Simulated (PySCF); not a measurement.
Computed IR spectrum (relative IR intensity) of a molecule C4H7FSi. Coordinates come from a TPSSh-D3(BJ)/def2-SVP optimisation. Other conformers were not sampled. Calculation: TPSSh-D3(BJ)/def2-SVP in PySCF. Frequencies are harmonic and unscaled.

Lines under 2 % of the strongest are left out, and lines within 2 cm⁻¹ are merged.

ν (cm⁻¹): 453 (w), 532 (w), 599 (w), 686 (w), 699 (w), 726 (w), 788 (s), 818 (m), 829 (vw), 911 (s), 990 (m), 1005 (w), 1032 (w), 1082 (m), 1279 (w), 1294 (w), 1331 (m), 1450 (vw), 2221 (vs), 3032 (vw), 3049 (m), 3115 (m), 3123 (vw), 3200 (w) (against the strongest line: vs over 80 %, s over 45 %, m over 15 %, w over 4 %, vw less)

Q: Pick the molecule that these values belong to.
A. F[C@]1([SiH3])C=CC1
B. C=C[SiH2]/C=C/F
C. C[Si@H]1C=C[C@H]1F
D. F[SiH]1CC=CC1

A: C, C[Si@H]1C=C[C@H]1F
